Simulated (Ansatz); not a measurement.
A nudged elastic band was laid between two geometries of a periodic cell of 19 atoms, Be₁₈Ga (surface Be(0001), adsorbate Ga).

Computed with DFT PBEsol, scalar-relativistic, plane waves, PAW in Ansatz. Settings: cutoff 420 eV, k mesh 4x3x1, fermi-dirac smearing 0.05 eV, no spin polarisation.

| Quantity | Value |
| --- | --- |
| movable images | 4 |
| climbing image | from the first iteration |
| spring | 5.0 eV/Å² |
| optimiser | quadratic models (default) |
| start path | default |
| force threshold | 0.05 eV/Å |
| iteration limit | 28 |
| end points | relaxed |
| atoms held | 1 to 6 |

Image 0:

```xyz
19
Lattice="4.5800 0.0000 0.0000 3.4350 5.9496 0.0000 0.0000 0.0000 15.5884" Properties=species:S:1:pos:R:3
Be 0.000 0.000 1.000
Be 2.290 0.000 1.000
Be 1.145 1.983 1.000
Be 3.435 1.983 1.000
Be 2.290 3.966 1.000
Be 4.580 3.966 1.000
Be 0.003 1.359 2.835
Be 2.290 1.314 2.855
Be 1.157 3.303 2.822
Be 3.425 3.319 2.801
Be 2.271 5.282 2.826
Be 4.601 5.304 2.818
Be -0.012 0.016 4.595
Be 2.281 -0.014 4.702
Be 1.142 1.976 4.685
Be 3.424 2.001 4.692
Be 2.272 3.961 4.615
Be 4.584 3.953 4.601
Ga 3.477 4.664 6.778
```

Image 5:

```xyz
19
Lattice="4.5800 0.0000 0.0000 3.4350 5.9496 0.0000 0.0000 0.0000 15.5884" Properties=species:S:1:pos:R:3
Be 0.000 0.000 1.000
Be 2.290 0.000 1.000
Be 1.145 1.983 1.000
Be 3.435 1.983 1.000
Be 2.290 3.966 1.000
Be 4.580 3.966 1.000
Be -0.019 1.316 2.826
Be 2.311 1.338 2.818
Be 1.148 3.342 2.835
Be 3.435 3.297 2.855
Be 2.302 5.286 2.822
Be 4.570 5.302 2.801
Be -0.018 -0.006 4.615
Be 2.294 -0.014 4.601
Be 1.133 1.999 4.595
Be 3.426 1.970 4.702
Be 2.287 3.960 4.685
Be 4.569 3.984 4.692
Ga 4.622 6.648 6.778
```

(1) What changes between the two ends?

(2) What energy profile does the band end with?

(3) What is the geometry of the highest image?

Results:

(1) The atom that moves furthest is Ga19, by 2.29 Å.

(2) The run converged. The highest image is number 2 of 0 to 5, 0.024 eV above the ends, which have the same energy within 2 meV. The order of the stationary point at the top wasn't checked. Limits of this set-up: coarse k mesh, thin slab, slab without dipole correction.

```json
{"image": "0", "path coordinate (Å)": "0.00", "energy (eV)": "0.000"}
{"image": "1", "path coordinate (Å)": "0.57", "energy (eV)": "0.012"}
{"image": "2", "path coordinate (Å)": "1.14", "energy (eV)": "0.024"}
{"image": "3", "path coordinate (Å)": "1.53", "energy (eV)": "0.019"}
{"image": "4", "path coordinate (Å)": "1.93", "energy (eV)": "0.006"}
{"image": "5", "path coordinate (Å)": "2.32", "energy (eV)": "0.000"}
```

(3) 
```xyz
19
Lattice="4.5800 0.0000 0.0000 3.4350 5.9496 0.0000 0.0000 0.0000 15.5884" Properties=species:S:1:pos:R:3:forces:R:3
Be 0.000 0.000 1.000 -0.13 0.04 -0.03
Be 2.290 0.000 1.000 0.12 -0.03 -0.02
Be 1.145 1.983 1.000 0.06 0.07 -0.02
Be 3.435 1.983 1.000 -0.05 -0.04 0.06
Be 2.290 3.966 1.000 -0.10 0.01 0.02
Be 4.580 3.966 1.000 0.09 -0.05 0.00
Be -0.006 1.351 2.813 0.00 0.02 0.01
Be 2.303 1.324 2.837 0.00 -0.01 -0.01
Be 1.158 3.321 2.851 0.01 -0.01 0.00
Be 3.428 3.313 2.835 -0.01 0.01 -0.01
Be 2.275 5.279 2.815 -0.01 -0.01 0.00
Be 4.591 5.300 2.813 0.01 0.01 0.00
Be -0.029 0.017 4.541 -0.02 0.01 0.00
Be 2.290 -0.004 4.658 0.00 -0.01 -0.01
Be 1.139 1.964 4.678 0.00 0.00 0.00
Be 3.424 1.986 4.685 0.00 0.00 0.00
Be 2.290 3.977 4.690 0.01 0.01 0.00
Be 4.571 3.972 4.654 0.00 -0.01 0.00
Ga 4.094 5.607 6.795 0.02 -0.01 0.03
```

Time of the run: 2.3 min on 1 CPU thread of a shared host.
